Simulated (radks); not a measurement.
The neon ion Ne4+, 6 electrons, occupied as [He] 2s2 2p2.

Calculated with a radial shooting solver on a logarithmic mesh with Libxc functionals: scalar-relativistic Kohn-Sham, BLYP, spin-polarised, spherical densities, finite nucleus; open shells are filled with parallel spins first; Fermi nuclear charge, rms radius 3.0055 fm.

Energy parts (eV):
part                     energy
total                 -3289.061
kinetic                3292.181
electron-nucleus      -7289.584
Hartree                 972.700
exchange-correlation   -264.358

Orbitals (lengths in bohr, moments of r in powers of bohr; <r^-3> diverges for s and p1/2; r(max) is where P^2 peaks):
1s up: occ. 1; eigenvalue (eV) -954.1215; r(max) 0.1026; <r^2> 0.03357; <1/r> 9.632
1s down: occ. 1; eigenvalue (eV) -951.4162; r(max) 0.1025; <r^2> 0.03336; <1/r> 9.652
2s up: occ. 1; eigenvalue (eV) -133.4134; r(max) 0.6271; <r^2> 0.6806; <1/r> 1.929
2s down: occ. 1; eigenvalue (eV) -127.0119; r(max) 0.6336; <r^2> 0.7059; <1/r> 1.891
2p up: occ. 2; eigenvalue (eV) -112.0439; r(max) 0.5327; <r^2> 0.6029; <r^-3> 18.92; <1/r> 1.842
2p down: occ. 0; eigenvalue (eV) -105.1273; r(max) 0.5415; <r^2> 0.6371; <r^-3> 18.25; <1/r> 1.808

The highest occupied level is 2p up at -112.04 eV. The electron density at the nucleus is 663.3 e/bohr^3 (large components only). Spin moment in Bohr magnetons: 2.
